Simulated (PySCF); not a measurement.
# PrB at UHF

Computed with UHF; Pr x2c-SVPall, B x2c-SVPall; spin-free X2C with a Gaussian nucleus (PySCF 2.14).

```json
{
  "state": "septet, about 2.1 electrons in the 4f shell (Mulliken), real f orbitals that mix terms",
  "bond length": "2.326 Å",
  "harmonic wavenumber": "546 cm⁻¹",
  "force constant": "1.79 mdyn/Å",
  "rotational constant Be": "0.3051 cm⁻¹",
  "bond order (Mayer)": "1.95",
  "dipole moment (positive dipole means Pr(−)B(+))": "-5.54 D"
}
```

These are scalar-relativistic numbers at best; spin–orbit coupling would shift them, the dissociation energy most. Hartree–Fock leaves out correlation, which carries a large part of most bond energies and some tenths to 1 eV of ionisation energies. With d or f electrons several states lie close, and the lowest PBE0 determinant need not be the measured ground state.
